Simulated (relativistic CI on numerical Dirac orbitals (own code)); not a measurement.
# One change at a time: Nb VIII

Base calculation: Dirac-Coulomb-Breit CI, KLI orbitals optimised for each configuration, a model potential for QED, unscaled Slater integrals.

Configurations in the expansion (outside the closed core [Ar] 3d10): 4s²4p⁴, 4s4p⁵, 4p⁶, 4s²4p³4d, 4s4p⁴4d, 4s²4p³4f, 4s²4p³5s, 4s4p⁴4f, 4p⁵4d, 4s²4p³5p, 4s4p³4d², 4s²4p²4d5p, 4s²4p³5d, 4p⁵5s, 4s²4p²4d4f, 4s4p⁴5s, 4p⁵5p, 4s²4p³6s, 4s4p³4d5s, 4p⁵4f, 4s4p⁴5p, 4s²4p³6p, 4s²4p²5s5p, 4s²4p³5f, 4s²4p²4f5s, 4s²4p³5g, 4s²4p³6d, 4s²4p²4d², 4s²4p4d³, 4s4p²4d³, 4s²4p4d²4f, 4s²4p4d²5s, 4s4p²4d²4f, 4p⁴4d², 4p³4d³, 4p³4d²4f, 4p³4d²5s, 4s²4p²4f², 4s²4p4d4f², 4s4p²4d4f², 4s²4p4f³, 4s²4p4f²5s, 4s4p²4f³, 4s²4p²5s², 4s²4p4d5s², 4s4p²4d5s², 4s²4p4f5s², 4s4p²4f5s². Double excitations out of closed p, d and f shells are left out; levels of such configurations are missing from the list, as are those of other unlisted configurations, and high levels can miss mixing partners. These lack a partner that the ground configuration has and come out too high: 4s²4p³5p, 4s²4p³5d, 4s4p⁴5s, 4s²4p³6s, 4s4p⁴5p.

The lowest level and the first level of each name with at least 55 % of one term (blank where a level has no safe partner in the second run):

| Level | Base (cm⁻¹) | Shift (cm⁻¹) |
| --- | --- | --- |
| 4s²4p⁴ ³P2 | 0 | 0 |
| 4s²4p⁴ ³P0 | 14839 | +675 |
| 4s²4p⁴ ³P1 | 16374 | +199 |
| 4s²4p⁴ ¹D2 | 31990 | +2138 |
| 4s²4p⁴ ¹S0 | 66445 | +4699 |
| 4s4p⁵ ³P°2 | 209807 | +27281 |
| 4s4p⁵ ³P°1 | 220722 | +28481 |
| 4s4p⁵ ³P°0 | 228707 | +28495 |
| 4s4p⁵ ¹P°1 | 269768 | +54461 |
| 4s²4p³4d ⁵D°0 | 288006 | -2585 |
| 4s²4p³4d ⁵D°1 | 288433 | -2638 |
| 4s²4p³4d ⁵D°2 | 288439 | -2382 |
| 4s²4p³4d ⁵D°3 | 288571 | -2170 |
| 4s²4p³4d ⁵D°4 | 290052 | -2297 |
| 4s²4p³4d ³D°2 | 303062 | +607 |
| 4s²4p³4d ³D°3 | 309019 | +722 |
| 4s²4p³4d ³D°1 | 310629 | +1058 |
| 4s²4p³4d ³F°2 | 314104 | +886 |
| 4s²4p³4d ¹S°0 | 315375 | +4179 |
| 4s²4p³4d ³F°3 | 317209 | +826 |
| 4s²4p³4d ³F°4 | 321935 | +571 |
| 4s²4p³4d ³G°3 | 328151 | +334 |

At this charge configurations can still be misplaced by up to about 7 % of their energy.

Task: One thing was changed in a second run, which moved the levels as shown. Which?
A. Breit term removed
B. QED terms removed
C. configuration mixing switched off
D. valence Slater integrals scaled by 0.9

Result: C. Configuration mixing switched off. Without mixing, levels that were pushed by configurations of the same parity and J return to their single-configuration places.

LS names give the leading component of a level, which can be under half, so a name can repeat, a term be missing and a line seem to break the LS rules.
